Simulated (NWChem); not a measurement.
System meant: CH2ClF3Si; SMILES C(F)(F)[Si@H](F)Cl

The following NWChem deck was run.

```
start job
memory heap 200 mb stack 900 mb global 1100 mb
geometry units angstroms noautosym nocenter noautoz
  F     -0.075876     2.294312    -0.609002
  C      0.591104     1.225029    -0.100020
  F      0.753148     1.410937     1.229820
  Si    -0.449068    -0.344360    -0.431473
  F     -1.799423    -0.256331     0.445591
  Cl     0.638557    -1.966845     0.175859
  H      1.593795     1.193815    -0.568440
  H     -0.810157    -0.467153    -1.861103
end
basis spherical
  F library def2-svp
  C library def2-svp
  Si library def2-svp
  Cl library def2-svp
  H library def2-svp
end
dft
  xc m06-2x
  iterations 150
end
property
  shielding
end
task dft property
```

End of the output:

```
 Vector   36  Occ=0.000000D+00  E= 9.479044D-02
              MO Center=  8.1D-01,  4.2D-01, -5.5D-01, r^2= 4.5D+00
   Bfn.  Coefficient  Atom+Function         Bfn.  Coefficient  Atom+Function
  ----- ------------  ---------------      ----- ------------  ---------------
    17      1.857709  2 C  s                 46     -1.644628  4 Si s
    94     -1.314481  7 H  s                 53     -0.594559  4 Si px
    22     -0.566485  2 C  py                54     -0.555041  4 Si py
    99      0.520240  8 H  s                 23     -0.360764  2 C  pz
    86      0.322694  6 Cl py                78      0.305760  6 Cl s

 center of mass
 --------------
 x =  -0.05177262 y =   0.03589069 z =   0.15079772

 moments of inertia (a.u.)
 ------------------
        1236.339981215005          10.320820956543         -45.636276908018
          10.320820956543         530.451974817564          18.458042660688
         -45.636276908018          18.458042660688        1417.356117122029

     Multipole analysis of the density
     ---------------------------------

     L   x y z        total         alpha         beta         nuclear
     -   - - -        -----         -----         ----         -------
     0   0 0 0     -0.000000    -33.000000    -33.000000     66.000000

     1   1 0 0      0.432363      1.350565      1.350565     -2.268767
     1   0 1 0     -0.239893     -0.932238     -0.932238      1.624584
     1   0 0 1     -0.775614     -3.710889     -3.710889      6.646164

     2   2 0 0    -34.598576   -105.408649   -105.408649    176.218722
     2   1 1 0      1.002161      1.236519      1.236519     -1.470877
     2   1 0 1     -0.096753    -11.483823    -11.483823     22.870893
     2   0 2 0    -37.492257   -275.782000   -275.782000    514.071743
     2   0 1 1     -0.199185      4.061843      4.061843     -8.322871
     2   0 0 2    -34.624243    -63.228856    -63.228856     91.833470

          -----------------------------------------
          Chemical Shielding Tensors (GIAO, in ppm)
          -----------------------------------------

 ------------------------------------------------------------------------
  xm06: d2 not coded                    0
 ------------------------------------------------------------------------
 ------------------------------------------------------------------------
  current input line :
    27: task dft property
 ------------------------------------------------------------------------
 ------------------------------------------------------------------------
 This error has not yet been assigned to a category
 ------------------------------------------------------------------------
 For more information see the NWChem manual at https://nwchemgit.github.io

0: xm06: d2 not coded:Received an Error in Communication
```

Problem. Find the fault in this run and fix the input.

Solution. The run crashed. Cause: this functional's second derivatives, which shieldings need, aren't coded here; the fix takes a hybrid GGA instead. This input runs:
```
start job
memory heap 200 mb stack 900 mb global 1100 mb
geometry units angstroms noautosym nocenter noautoz
  F     -0.075876     2.294312    -0.609002
  C      0.591104     1.225029    -0.100020
  F      0.753148     1.410937     1.229820
  Si    -0.449068    -0.344360    -0.431473
  F     -1.799423    -0.256331     0.445591
  Cl     0.638557    -1.966845     0.175859
  H      1.593795     1.193815    -0.568440
  H     -0.810157    -0.467153    -1.861103
end
basis spherical
  F library def2-svp
  C library def2-svp
  Si library def2-svp
  Cl library def2-svp
  H library def2-svp
end
dft
  xc pbe0
  iterations 150
end
property
  shielding
end
task dft property
```
It converges to -1087.52513 Ha (PBE0/def2-SVP, GIAO).
